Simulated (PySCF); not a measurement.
Computed shifts of a molecule CH9NSi4, KT2/pcSseg-1 (PySCF), GIAO, gas phase, atoms alike by connectivity averaged where their shifts nearly agree, in ppm (number of nuclei): ²⁹Si: -22.3 (1), -22.9 (1), -107.7 (1), -117.8 (1). ¹³C: 206.2 (1). ¹⁵N: 516.1 (1). ¹H: 10.14 (1), 6.65 (1), 6.00 (1), 5.81 (1), 4.11 (1), 4.02 (3), 3.90 (1). References: ²⁹Si against TMS (σ = 361.9 ppm); ¹³C against TMS (σ = 185.1 ppm); ¹⁵N against NH3 (σ = 266.2 ppm); ¹H against TMS (σ = 31.47 ppm), references at their B3LYP-D3(BJ)/def2-TZVP geometries, non-relativistic. Coordinates come from a B3LYP-D3(BJ)/def2-SVP optimisation. Other conformers were not sampled.

Question: Which structure fits?
A) [SiH3][Si@H]1[SiH2]C=N[SiH2]1
B) [SiH3][Si@H]1C=N[SiH2][SiH2]1
C) [SiH3][SiH2][Si@H]1C=N[SiH2]1
D) [SiH3][SiH2]C1=N[SiH2][SiH2]1

Answer: C, [SiH3][SiH2][Si@H]1C=N[SiH2]1
